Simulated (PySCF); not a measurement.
# Computed data sheet: `[SiH3]Nc1cc2sccc2s1`

C₆H₇NS₂Si.
Z-matrix (Å and degrees, PBE0-D3(BJ)/def2-SVP geometry), rows numbered from 1:
```
Si
N   1  1.7528
C   2  1.3770  1  128.16
C   3  1.3762  2  128.37  1  -179.21
C   4  1.4234  3  111.03  2   179.92
S   5  1.7266  4  134.99  3   179.83
C   6  1.7344  5   91.50  4  -179.83
C   7  1.3695  6  113.01  5     0.02
C   5  1.3908  4  114.61  3    -0.02
S   9  1.7360  5  110.54  4     0.05
H   1  1.4896  2  104.71  3   179.53
H   1  1.4935  2  111.44  3    59.94
H   1  1.4933  2  111.24  3   -60.89
H   2  1.0131  1  118.22  3  -178.47
H   4  1.0896  3  123.40  2     0.05
H   7  1.0889  6  119.38  5  -179.96
H   8  1.0899  7  123.75  6   179.97
```

Some functional groups and rings: aromatic ring with sulfur and Si–H bond.

From PBE0-D3(BJ)/def2-SVP geometry optimisation, gas phase (PySCF):

| Item | Value |
| --- | --- |
| Point group | Cs |
| Rotational constants A, B, C | 2.805, 0.459, 0.396 GHz |

**B3LYP/def2-SVPD ground state, ΔSCF and vertical TDDFT (core frozen in the response) (PySCF)**

| Quantity | Value |
| --- | --- |
| Dipole moment | 1.66 D |
| HOMO energy | -5.35 eV |
| LUMO energy | -0.69 eV |
| HOMO–LUMO gap | 4.66 eV |
| Lowest singlet excitation | 3.95 eV (314 nm, f = 0.001) |
| Strongest line among the 10 lowest singlet transitions | S2 at 4.32 eV (287 nm, f = 0.388) |
| Lowest triplet excitation (Tamm–Dancoff) | 3.01 eV |
| Static isotropic polarisability | 148.8 au |
| Vertical ionisation energy | 7.07 eV |
| Electronic spatial extent ⟨r²⟩ about the centre of nuclear charge | 2651 bohr² |

PBE0/pcSseg-1 ground state and GIAO shieldings, non-relativistic (PySCF):

| Property | Result |
| --- | --- |
| Lowest Hirshfeld atomic charge | -0.21 e on N2 |
| Highest Hirshfeld atomic charge | +0.35 e on Si1 |
| 13C chemical shifts (computed TMS as zero) by class | 162.4 (C3), 145.0 (C5), 130.6 (C9), 127.4 (C7), 123.7 (C8), 100.5 (C4) ppm |
| 1H chemical shifts (computed TMS as zero) by class | 7.05 (H17), 6.82 (H16), 6.21 (H15), 4.81 (H11/H12/H13), 3.14 (H14) ppm |
| Isotropic shieldings of nuclei other than C and H, by class | 204 (N2), 409 (Si1), 322 (S6), 351 (S10) ppm |
| Mayer bond orders between heavy atoms | Si1–N2 0.91, N2–C3 1.06, C3–C4 1.54, C4–C5 1.20, C5–S6 1.10, S6–C7 1.12, C7–C8 1.59, C8–C9 1.22, C9–S10 1.07, S10–C3 1.09, C9–C5 1.42 |

Monoisotopic mass from the formula: 184.9789 u.

The ΔSCF ionisation energy exceeds −ε(HOMO) by 1.72 eV with B3LYP. No computed singlet falls in the visible range (750 to 380 nm, 1.65 to 3.26 eV); S1 lies 0.69 eV above its blue end. The polarisability is 22.05 Å³ as a volume (1 au = 0.148185 Å³), or 1.55 au for each of the 96 electrons. The largest Löwdin shares of the HOMO are 0.16 on N2, 0.15 on C7, 0.15 on C4 and 0.14 on C3. The largest Löwdin shares of the LUMO are 0.17 on C7, 0.15 on C3, 0.14 on S6 and 0.11 on C5. The rotational constants make it an asymmetric top with κ = (2B − A − C)/(A − C) = -0.95, nearer the prolate limit (−1). A dipole of 1.66 D is allowed in Cs, and pure rotational transitions are dipole-allowed. With B = h/(8π²I), that is 505.379 GHz u Å² over I, the principal moments of inertia are 180.1, 1100.8 and 1275.1 u Å² (most abundant isotopes); the inertial defect Ic − Ia − Ib is -5.8 u Å² (zero for a rigid planar frame, negative otherwise).

 NMR classes are plain means over equivalent atoms (diastereotopic ones count apart unless rotation or inversion swaps them), as if these changed places fast; in this geometry the members of some classes differ.

One conformer stands for the species.
